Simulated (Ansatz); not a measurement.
Two isomers of C2H6FGaO: A = `C[CH2][Ga]([OH])[F]`, B = `CC[O][GaH][F]`.

Calculated with Ansatz (gas phase, PBE0-D4/def2-TZVP geometries, no zero-point term in ΔE). CBS: MP2 limit from def2 TZ/QZ plus the TZ coupled-cluster correction, frozen cores. DFT in def2-TZVPP. B3LYP here is the variant with VWN-RPA as its local correlation; programs differ in this. For Ga outer-core shells are correlated without core-valence functions, which leaves a few kJ/mol of doubt a bond. Scalar relativity is left out up to krypton. One conformer a species, not always the lowest.

A:

Z-matrix (Å, degrees):
```
C
C 1 1.524
H 1 1.093 2 111.9
H 1 1.093 2 111.2 3 119.7
H 1 1.093 2 111.9 3 -120.5
Ga 2 1.956 1 114.8 3 60.2
H 2 1.094 1 111.3 3 -178.6
H 2 1.094 1 111.3 3 -61.0
F 6 1.754 2 120.7 1 180.0
O 6 1.780 2 129.3 1 -0.0
H 10 0.959 6 114.2 2 0.0
```

B:

```xyz
11

C     0.344    0.081    1.391
C     0.875   -0.409    0.063
O     0.511    0.449   -1.002
Ga   -1.102    0.469   -1.718
F    -2.181   -0.752   -1.057
H     0.700   -0.554    2.207
H    -0.750    0.058    1.403
H     0.675    1.105    1.582
H     0.526   -1.433   -0.120
H     1.970   -0.437    0.083
H    -1.568    1.423   -2.832
```

(1) Which isomer does CCSD(T)/CBS put lower? Give the gap. (Best estimate.)

(2) Give E(B) − E(A) in kcal/mol with B3LYP, r2SCAN-D4, ωB97M-V, PBE-D4, B3LYP-D4, CCSD/def2-TZVPP, CCSD(T)/def2-TZVPP. (An estimate is asked.)

(3) Does the order hold for the free energy at 298.15 K (harmonic terms from PBE0-D4)? (Best estimate.)

Largest T1 diagnostic: 0.014.

Answers

(1) The calculation gave: A, by 17.5 kcal/mol.

(2) Ansatz gave: B3LYP 14.8, r2SCAN-D4 15.1, ωB97M-V 15.2, PBE-D4 15.5, B3LYP-D4 14.4, CCSD/def2-TZVPP 15.8, CCSD(T)/def2-TZVPP 16.0. None reverses the order clearly.

(3) Ansatz gave: Yes: G(B) − G(A) = +16.8 kcal/mol, for one conformer each. Modes under 60 cm⁻¹, often nearly free rotors, make the harmonic entropy too high.

Leaving LDA and LC-ωPBE aside and taking each functional with its dispersion term where it has one, the values, not all of them listed here, spread over 3.8 kcal/mol, from B97M-V to PBE-QIDH. LDA lies −1.7 kcal/mol from PBE without D4. In def2-TZVPP, CCSD(T) changes the Hartree–Fock value by +3.6 kcal/mol (the triples alone add +0.2 kcal/mol) and MP2 by +5.5 kcal/mol.
